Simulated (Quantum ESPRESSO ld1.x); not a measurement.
The numbers below are computed, except where a source is named.
N III, configuration [He] 2s2 2p1. Level of theory: scalar-relativistic Kohn-Sham, PBE, spin-unpolarised, spherical densities, point nucleus (ld1.x of Quantum ESPRESSO 7.5).

Radial electron density D(r) = 4 pi r^2 rho(r):

```
   r/bohr * D(r) (the largest magnitude, 7.43, reaches the edge; | marks zero)
  0.01785 |    *
  0.01965 |     *
   0.0218 |      *
  0.02399 |       *
  0.02662 |         *
  0.02954 |          *
  0.03252 |            *
  0.03608 |              *
  0.04004 |                 *
  0.04407 |                    *
   0.0489 |                       *
  0.05383 |                          *
  0.05973 |                             *
  0.06628 |                                 *
  0.07296 |                                     *
  0.08095 |                                        *
  0.08911 |                                            *
  0.09887 |                                               *
   0.1097 |                                                  *
   0.1208 |                                                    *
    0.134 |                                                      *
   0.1487 |                                                      *
   0.1637 |                                                     *
   0.1816 |                                                   *
   0.1999 |                                                 *
   0.2218 |                                             *
   0.2461 |                                        *
   0.2709 |                                   *
   0.3006 |                             *
   0.3336 |                        *
   0.3672 |                    *
   0.4074 |                *
   0.4485 |              *
   0.4976 |             *
   0.5522 |             *
   0.6078 |              *
   0.6744 |               *
   0.7424 |                 *
   0.8237 |                  *
    0.914 |                   *
    1.006 |                   *
    1.116 |                 *
    1.239 |               *
    1.364 |             *
    1.513 |          *
    1.665 |       *
    1.848 |    *
    2.051 |  *
    2.257 | *
    2.505 |*
    2.779 |*
    3.059 *
    3.394 *
    3.736 *
    4.146 *
```

D(r) has 2 maxima, at r = 0.146, 0.929 bohr, and minima at 0.518 bohr, inside which lie 2.13 electrons.
